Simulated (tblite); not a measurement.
Compound: C₂H₆BS (charge -1).
Atom-mapped SMILES: `[BH3-:1][S:2][CH:3]=[CH2:4]` (hydrogens: H5, H6, H7 on B1; H8 on C3; H9, H10 on C4)
Bond orders are those of one Lewis drawing.

Computed with GFN2-xTB (tblite), gas phase: L-BFGS steps from a force-field or distance-geometry start until the largest atomic force falls under 0.01 eV/Å.

The end geometry, which sets the zero of energy:
```
atom  x, y, z in Å
B1      1.9611    0.1531   -0.0469
S2      0.3655    0.1596    1.1032
C3     -0.8763   -0.0752   -0.0761
C4     -2.1848   -0.1543    0.1669
H5      2.8964    0.3085    0.6921
H6      1.8362    1.0671   -0.8235
H7      1.9888   -0.9193   -0.5982
H8     -0.5033   -0.1592   -1.0902
H9     -2.8988   -0.3026   -0.6301
H10    -2.5759   -0.0731    1.1667
```

Problem. These geometries come from the run, each turned onto the end geometry. Order them by energy, lowest first.
A.
```
atom  x, y, z in Å
B1      1.9775    0.2463   -0.0676
S2      0.3376    0.3868    1.0163
C3     -0.8879   -0.1864   -0.0607
C4     -2.2020   -0.1673    0.1714
H5      2.8404   -0.0968    0.6984
H6      2.1938    1.3357   -0.5347
H7      1.7709   -0.5865   -0.9117
H8     -0.5056   -0.5916   -0.9907
H9     -2.9079   -0.5658   -0.5424
H10    -2.6080    0.2303    1.0856
```
B.
```
atom  x, y, z in Å
B1      1.9516    0.1948   -0.0509
S2      0.3657    0.2336    1.1023
C3     -0.8622   -0.1244   -0.0592
C4     -2.1769   -0.1456    0.1612
H5      2.8935    0.1274    0.6931
H6      1.9259    1.2157   -0.6937
H7      1.8476   -0.7796   -0.7622
H8     -0.4699   -0.3822   -1.0378
H9     -2.8739   -0.4328   -0.6129
H10    -2.5924    0.0976    1.1240
```
C.
```
atom  x, y, z in Å
B1      1.9456    0.1694   -0.0505
S2      0.3708    0.1778    1.1301
C3     -0.8602   -0.1017   -0.0505
C4     -2.1744   -0.1547    0.1637
H5      2.9081    0.2493    0.6648
H6      1.8354    1.1233   -0.7791
H7      1.9154   -0.8743   -0.6562
H8     -0.4694   -0.2418   -1.0517
H9     -2.8629   -0.3361   -0.6479
H10    -2.5995   -0.0067    1.1412
```
D.
```
atom  x, y, z in Å
B1      1.7833    0.3277   -0.0185
S2      0.4904   -0.6239    1.1491
C3     -0.8465   -0.6834    0.0203
C4     -1.9216    0.0941    0.0419
H5      2.8013    0.3931    0.6142
H6      1.3153    1.4147   -0.2410
H7      1.9070   -0.3436   -1.0116
H8     -0.7707   -1.4598   -0.7424
H9     -2.7007   -0.0053   -0.7053
H10    -2.0491    0.8910    0.7571
```
E.
```
atom  x, y, z in Å
B1      1.9859    0.2679   -0.0440
S2      0.3511    0.0925    1.0879
C3     -0.8928   -0.3512   -0.0469
C4     -2.2060   -0.1048    0.1271
H5      2.9533    0.0178    0.6330
H6      1.9458    1.4147   -0.4126
H7      1.9205   -0.5033   -0.9680
H8     -0.5399   -0.8932   -0.9254
H9     -2.9839   -0.4154   -0.5627
H10    -2.5250    0.4795    0.9754
```

Solution. C (0.003 eV), B (0.012 eV), A (0.027 eV), E (0.092 eV), D (0.186 eV).

In the order of the answer:

```csv
step,E above end (eV),largest force (eV/Å),rms force component (eV/Å),rms distance from end (Å),rms bond change (Å),bond most changed (Å)
72,0.003,0.04,0.017,0.064,0.001,B1–S2 +0.001
64,0.012,0.11,0.043,0.161,0.003,B1–S2 -0.006
48,0.027,0.08,0.025,0.341,0.002,B1–S2 +0.004
37,0.092,0.69,0.199,0.418,0.012,B1–S2 +0.029
26,0.186,0.17,0.056,0.767,0.010,S2–C3 +0.022
```

What follows is the cost of the whole relaxation. Time: 0.33 s wall. Hardware: one thread, Arm Neoverse V1 (aarch64), on a shared host.
